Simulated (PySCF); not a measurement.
An unknown gives this computed stick spectrum. Method used: TDDFT PBE0/def2-SVPD, vertical, gas phase, core orbitals frozen in the response in PySCF. Geometries: GFN2-xTB, one conformer each.

| state | ν̃ (cm⁻¹) | f | main configurations (H = HOMO, L = LUMO) |
| --- | --- | --- | --- |
| S1 | 38420 | 0.0000 | H→L (97%) |
| S2 | 54270 | 0.271 | H-1→L (78%), H-2→L (17%) |
| S3 | 54750 | 0.108 | H-2→L (78%), H-1→L (15%) |
| S4 | 59630 | 0.0008 | H-3→L (89%) |
| S5 | 62970 | 0.052 | H→L+1 (91%) |
| S6 | 63080 | 0.0002 | H→L+2 (77%), H-3→L (9%) |

Triplets computed (Tamm–Dancoff): 3.97, 4.34 eV.

Problem. Which candidate is it? All have the formula C4H3F3O2.
A. `C(F)(F)([C@@H]1OC(=O)C1)F`
B. `O=C1CO[C@@]1(F)C(F)F`
C. `C=C(C(=O)O)C(F)(F)F`
D. `FC(OC(C=O)=C)(F)F`

Solution. C. Its S1 lies at 4.76 eV; the nearest of the others has S1 at 4.08 eV. S1 is HOMO→LUMO (97%). Löwdin shares by element: HOMO oxygen 79%, carbon 15% or more; LUMO carbon 68% or more, oxygen 14% or more (atoms not listed hold the other 18%). At the same level the other candidates give, for their lowest levels:
- `O=C1C[C@H](C(F)(F)F)O1`: 6.03 eV (f 0.001); 7.99 eV (f 0.033); 8.15 eV (f 0.050); 8.71 eV (f 0.018); 8.74 eV (f 0.022); T1 5.48 eV; HOMO -8.90, LUMO -0.54 eV
- `C=C(C=O)OC(F)(F)F`: 3.73 eV (f 0.000); 5.39 eV (f 0.141); 7.60 eV (f 0.000); 7.85 eV (f 0.000); 7.93 eV (f 0.011); T1 3.16 eV; HOMO -8.40, LUMO -2.57 eV
- `O=C1CO[C@@]1(F)C(F)F`: 4.08 eV (f 0.001); 5.90 eV (f 0.001); 7.26 eV (f 0.014); 7.40 eV (f 0.002); 7.55 eV (f 0.014); T1 3.46 eV; HOMO -8.39, LUMO -2.13 eV

The values belong to the conformer `[CH2:1]=[C:2]([C:3](=[O:4])[OH:5])[C:6]([F:7])([F:8])[F:9]`: C1–C2–C3–O4 -179°, C1–C2–C6–F7 -1°, H–O5–C3–C2 180°.
